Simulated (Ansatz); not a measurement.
Isolated molecules relaxed with PBE0-D4/def2-TZVP in Ansatz; ΔE leaves out vibrations. CBS: MP2 limit from def2 TZ/QZ plus the TZ coupled-cluster correction, frozen cores. This one scheme is used for every species. DFT in def2-TZVPP. B3LYP here is the variant with VWN-RPA as its local correlation; programs differ in this. One conformer a species, not always the lowest.

`C=C(S)S[SiH2]F` + `C=N` → `C=N[SiH2]F` + `C=C(S)S`  (ligand exchange at the Si–S bond)

```
             level  ΔE (kcal/mol)  difference from CCSD(T)/CBS
            PBE-D4            3.9                          0.7
         r2SCAN-D4            2.5                         -0.7
           PBE0-D4            3.7                          0.5
          B3LYP-D4            2.1                         -1.1
           ωB97X-V            2.6                         -0.6
           ωB97M-V            2.7                         -0.5
            B2PLYP            1.1                         -2.1
               PBE            2.6                         -0.6
            r2SCAN            2.1                         -1.1
              PBE0            2.5                         -0.7
             B3LYP            0.1                         -3.1
    MP2/def2-TZVPP            3.0                         -0.2
SCS-MP2/def2-TZVPP            2.1                         -1.1
   CCSD/def2-TZVPP            2.1                         -1.1
CCSD(T)/def2-TZVPP            2.8                         -0.4
    CCSD/CBS(def2)            2.5                         -0.7
       CCSD(T)/CBS            3.2                            0
```

Largest T1 diagnostic among the species: 0.013.

The D4 term adds +2.1 kcal/mol with B3LYP and +1.2 kcal/mol with PBE0; it sums over pairs of atoms, weighted by their polarisabilities, and B3LYP, whose exchange is more repulsive, gets the larger term. In def2-TZVPP, CCSD(T) changes the Hartree–Fock value by +3.8 kcal/mol (the triples alone add +0.7 kcal/mol) and MP2 by +4.1 kcal/mol.
